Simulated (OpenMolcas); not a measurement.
# N+, P+, As+, Sb+, Bi+: ns2 np2 down the group

| Item | Value |
| --- | --- |
| Program | OpenMolcas 26.06 |
| Method | CASSCF |
| Basis | ANO-R2 |
| Scalar Hamiltonian | X2C, finite nucleus |
| Spin-orbit coupling | state interaction with AMFI integrals over the reference wave functions, term energies averaged over their components |

Active space for each ion: 4 electrons in 8 orbitals (s p s p).

Computed levels in cm-1 above 3P0:

| Level | N+ | P+ | As+ | Sb+ | Bi+ |
| --- | --- | --- | --- | --- | --- |
| 3P1 | 45.2 | 140 | 894 | 2508 | 10620 |
| 3P2 | 134 | 402 | 2189 | 4965 | 14785 |
| 1D2 | 16893 | 10434 | 11781 | 13238 | 28769 |
| 1S0 | 29389 | 19106 | 20933 | 21822 | 38392 |
| weight of 3P in the lowest level (%) | 100 | 100 | 99 | 96 | 85 |

Mixed levels, with the weight of the term that names them: Bi+ 3P2 (62 %), Bi+ 1D2 (62 %).

Measured, with the error of the calculation in %. Measured levels: N+, P+, As+, Sb+ from NIST Handbook of Basic Atomic Spectroscopic Data.

| Level | N+ | P+ | As+ | Sb+ |
| --- | --- | --- | --- | --- |
| 3P1 | 48.7 (-7.0) | 165 (-15.1) | 1063 (-15.9) | 3055 (-17.9) |
| 3P2 | 131 (+2.8) | 469 (-14.3) | 2541 (-13.9) | 5658 (-12.3) |
| 1D2 | 15316 (+10.3) | 8882 (+17.5) | 10096 (+16.7) | 12790 (+3.5) |
| 1S0 | 32689 (-10.1) | 21576 (-11.4) | 22599 (-7.4) | 23906 (-8.7) |

The fine-structure level 3P2 changes by a factor of 110 from N+ to Bi+.

Without spin-orbit coupling 1D lies 16803, 10157, 10082, 8561, 8105 cm-1 above 3P in that order; the difference to the level 1D2, of either sign, comes from spin-orbit coupling, which also lowers the zero.

Terms from blocks run as CI alone lack orbitals of their own. Without dynamic correlation excited terms often stand tens of per cent too high (terms of higher spin than the ground term too low), and those without a measured partner can miss by more than the paired ones (holds for N+; P+; As+). The run also gave levels led by 2s 2p2 3s, 2s2 2p 3p, 2s2 2p 3s, which use shells meant for correlation; these and all levels above them are left out (holds for N+). The run also gave levels led by 3s 3p2 4s, 3s2 3p 4p, which use shells meant for correlation; these and all levels above them are left out (holds for P+). The run also gave levels led by 4s 4p2 5s, 4s2 4p 5p, which use shells meant for correlation; these and all levels above them are left out (holds for As+). The run also gave levels led by 5s 5p2 6s, 5s2 5p 6s, which use shells meant for correlation; these and all levels above them are left out (holds for Sb+). The run also gave levels led by 6s 6p2 7s, 6s2 6p 7s, which use shells meant for correlation; these and all levels above them are left out (holds for Bi+). Computed and measured levels are paired by configuration, term and J; levels that our copy of the source lacks, or whose pairing is in doubt (as where it misses far off the trend of its configuration), stay unpaired and out of the deviations. Levels of configurations outside the active space are missing.
